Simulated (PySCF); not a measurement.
# Energy of Tc⁺ (technetium, charge +1) between two integer charges

The 5s alpha orbital of [Kr] 4d5 5s1 is emptied in steps (occupation f), with all orbitals relaxed, ending at [Kr] 4d5. Computed with PySCF 2.14 in aug-cc-pVDZ-PP with ECP28MDF, with a scalar-relativistic core potential. The exact energy is a straight line in f; departures are measured from the line between the end points of the same method.

**Question.** Among BHandHLYP, wB97X, r2SCAN0, which shows the largest delocalisation error (convex curve), and which is closest to linear?

**Answer.** Most convex: r2SCAN0 (-0.554 eV at f = 0.5); closest to linear: wB97X (-0.059 eV).

| f | BHandHLYP (eV) | wB97X (eV) | r2SCAN0 (eV) |
| --- | --- | --- | --- |
| 1 | 0.000 | 0.000 | 0.000 |
| 0.75 | -0.301 | -0.048 | -0.414 |
| 0.5 | -0.402 | -0.059 | -0.554 |
| 0.25 | -0.301 | -0.040 | -0.417 |
| 0 | 0.000 | 0.000 | 0.000 |

| method | E(f=0) − E(f=1) (eV) | −ε at f=1 (eV) | −ε at f=0.5 (eV) |
| --- | --- | --- | --- |
| BHandHLYP | 14.882 | 13.276 | 14.882 |
| wB97X | 14.675 | 14.401 | 14.698 |
| r2SCAN0 | 15.367 | 13.146 | 15.354 |

Reference removal energy between the ground levels: 15.26 eV (semi-empirical (NIST evaluation); NIST Atomic Spectra Database, ionization energies).
